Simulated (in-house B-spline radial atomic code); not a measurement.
# Ionising the beryllium ion Be⁺ with different functionals

Computed with a B-spline radial code for spherical atoms: scalar-relativistic (spin-free X2C) Hamiltonian, Fermi nucleus of rms radius 2.519 fm, spin-polarised at highest spin, spherical fractional occupations for the functionals, and exact exchange of hybrids averaged over the configuration. The ionisation energy is the difference of two self-consistent energies, [He] 2s1 → 1s2, without Breit or QED terms; ε is the level of the shell that loses the electron (its least bound occupied spin orbital).

```csv
method,rung,ΔSCF (eV),-ε(2s) (eV)
PBE0,global hybrid,18.46,15.48
B3LYP,global hybrid,18.62,15.25
TPSSh,global hybrid,18.38,14.91
BHandHLYP,global hybrid,18.50,16.32
r2SCAN0,global hybrid,?,?
B97-1,global hybrid,18.33,15.19
HSE06,range-separated hybrid,18.45,15.08
wB97X,range-separated hybrid,17.94,17.61
CAM-B3LYP,range-separated hybrid,18.61,16.73
LC-wPBE,range-separated hybrid,?,?
```

(1) What does r2SCAN0 give?

(2) What does LC-wPBE give?

(3) Among the functionals, which spreads more, the ΔSCF values or the orbital energies?

(4) How do they compare with the NIST value?

## Answers

(1) ΔSCF 18.23 eV, and -ε(2s) = 15.54 eV.

(2) ΔSCF 18.54 eV, and -ε(2s) = 18.16 eV.

(3) The orbital energies: ΔSCF values span about 0.68 eV and the orbital energies 3.25 eV; here energy differences depend much less on the functional than eigenvalues do.

(4) NIST lists 18.211 eV (measured, ground level to ground level). Errors run from -0.27 to +0.41 eV; r2SCAN0 is closest (+0.02 eV), but part of that can be cancellation, since the calculations leave out Breit-QED terms.
